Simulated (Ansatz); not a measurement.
**Relaxing a trial structure of ClGaGeHSi+**

The starting geometry of this gas-phase singlet was optimised with GFN2-xTB.

```
atom    x (Å)    y (Å)    z (Å)
  Cl  -2.1912  -2.0401  -1.1698
  Ga  -1.2432  -0.8901   0.2927
  Ge  -1.0480   0.0763   2.6848
  Si   0.8650   0.8877   1.7547
   H   2.1212   1.4270   1.1663
```

Task: Where would you expect an optimisation with PBE0-D3(BJ)/pcseg-1 to take it?

Result: A new bond forms, giving a structure given below by its coordinates. Contacts that close: Ga2–Si4 (3.12 → 2.55 Å).

The energy falls by 0.41 eV over 7 steps:

```csv
step,E − E(last) (eV)
1,0.410
2,0.126
3,0.049
4,0.013
5,0.001
6,0.000
7,0.000
```

Final geometry (Å):

```xyz
5

Cl   -1.7828   -1.7748   -1.1521
Ga   -1.1223   -0.7535    0.5372
Ge   -1.0986    0.1119    2.8426
Si    0.6487    0.7141    1.6268
H     1.8587    1.1632    0.8741
```

Frequencies at the end are all real (lowest 66 cm⁻¹). Run with Ansatz 0.2.0, 23 s on 1 thread of Intel(R) Xeon(R) 6975P-C (Granite Rapids), on a shared host.
